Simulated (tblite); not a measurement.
C7H7ClN (doublet state).
Numbering: `[N:1]#[C:2][CH2:3]/[CH:4]=[CH:5]/[CH:6]=[CH:7]/[CH:8][Cl:9]` (hydrogens: H10, H11 on C3; H12 on C4; H13 on C5; H14 on C6; H15 on C7; H16 on C8)

A start from a force field or distance geometry was refined with GFN2-xTB geometry optimisation, gas phase (tblite). Values at the start:

```
 coordinate    start
      N1≡C2  1.172 Å
      C2–C3  1.461 Å
      C3–C4  1.505 Å
     C3–H10  1.093 Å
      C4=C5  1.334 Å
     C4–H12  1.104 Å
      C5–C6  1.446 Å
     C5–H13  1.090 Å
      C6=C7  1.337 Å
     C6–H14  1.090 Å
      C7–C8  1.428 Å
     C7–H15  1.088 Å
     C8–Cl9  1.709 Å
     C8–H16  1.089 Å
   N1–C2–C3   178.1°
   C2–C3–C4   111.1°
   C3–C4–C5   125.4°
   C4–C5–C6   123.8°
   C5–C6–C7   122.9°
   C6–C7–C8   122.3°
  C7–C8–Cl9   120.9°
C4–C5–C6–C7     180°
```

Task: How do these coordinates change at the GFN2-xTB level?

Result: 
```tsv
coordinate	GFN2-xTB (Å or °)	change
C7–C8	1.358	-0.070
C6=C7	1.397	+0.060
C5–C6	1.403	-0.043
N1≡C2	1.143	-0.029
C4–H12	1.081	-0.023
C4=C5	1.354	+0.020
C2–C3	1.445	-0.016
C8–H16	1.078	-0.011
C6–H14	1.081	-0.009
C3–C4	1.496	-0.009
C5–H13	1.083	-0.007
C7–H15	1.082	-0.006
C3–H10	1.097	+0.004
C8–Cl9	1.706	-0.003
C3–C4–C5	123.6	-1.8
C7–C8–Cl9	122.4	+1.5
C2–C3–C4	109.7	-1.4
C6–C7–C8	123.4	+1.1
N1–C2–C3	178.8	+0.7
C4–C5–C6	124.0	+0.2
C5–C6–C7	123.1	+0.2
C4–C5–C6–C7	178	-2
```

The energy falls by 0.266 eV over 44 L-BFGS steps, the largest force on an atom goes from 3.60 to 0.010 eV/Å, and the atoms move by 0.049 Å rms after alignment. The bond that changes most is C7–C8 (ends: carbon bonded to 2 C and H; carbon bonded to C, Cl and H), which shortens by 0.070 Å. Bonds longer at the end by more than 0.005 Å: 2 of 15; shorter: 11. Rotational constants go from 7668, 315.3, 312.1 to 7740, 320.3, 317.3 MHz.

The run took 0.25 s on one thread of an Arm Neoverse V2, shared host.

Its GFN2-xTB frequencies are all real (lowest 26 cm⁻¹).

Conformer computed: `[N:1]#[C:2][CH2:3]/[CH:4]=[CH:5]/[CH:6]=[CH:7]/[CH:8][Cl:9]`: C2–C3–C4–C5 -120°, C4–C5–C6–C7 178°, C6–C7–C8–Cl9 180°.

One conformer stands for the species.
